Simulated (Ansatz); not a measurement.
Consider the ligand exchange at a Ti–Cl bond: `[NH2][Ti]([NH2])([OH])[Cl]` + H–F → `[NH2][Ti]([NH2])([OH])[F]` + HCl.

Isolated molecules relaxed with PBE0-D4/def2-TZVP in Ansatz; ΔE leaves out vibrations. CBS: MP2 limit from def2 TZ/QZ plus the TZ coupled-cluster correction, frozen cores. This one scheme is used for every species. For Ti outer-core shells are correlated without core-valence functions, which leaves a few kJ/mol of doubt a bond. Scalar relativity is left out up to krypton. Each species was taken in one conformer, which may not be the lowest.

```json
{"species": "`[NH2][Ti]([NH2])([OH])[Cl]`", "CCSD(T)/CBS(def2) energy (Eh)": "-1496.47812"}
{"species": "H–F", "CCSD(T)/CBS(def2) energy (Eh)": "-100.39570"}
{"species": "`[NH2][Ti]([NH2])([OH])[F]`", "CCSD(T)/CBS(def2) energy (Eh)": "-1136.49529"}
{"species": "HCl", "CCSD(T)/CBS(def2) energy (Eh)": "-460.38127"}
```

(1) Work out ΔE.

Largest T1 diagnostic among the species: 0.024, so the coupled-cluster value is less sure than usual.

Results:

(1) ΔE = (-1136.49529) + (-460.38127) − (-1496.47812) − (-100.39570) = -0.00274 Eh = -7.2 kJ/mol.

The D4 term adds +6.3 kJ/mol with B3LYP and +3.5 kJ/mol with PBE0; it sums over pairs of atoms, weighted by their polarisabilities, and B3LYP, whose exchange is more repulsive, gets the larger term. At CCSD(T), def2-SVP lies −20.7 kJ/mol from the extrapolated value and def2-TZVPP −6.0 kJ/mol. From PBE to PBE0 (25 % exact exchange), in def2-TZVPP and without D4, ΔE moves by +5.9 kJ/mol.

B3LYP here is the variant with VWN-RPA as its local correlation; programs differ in this.
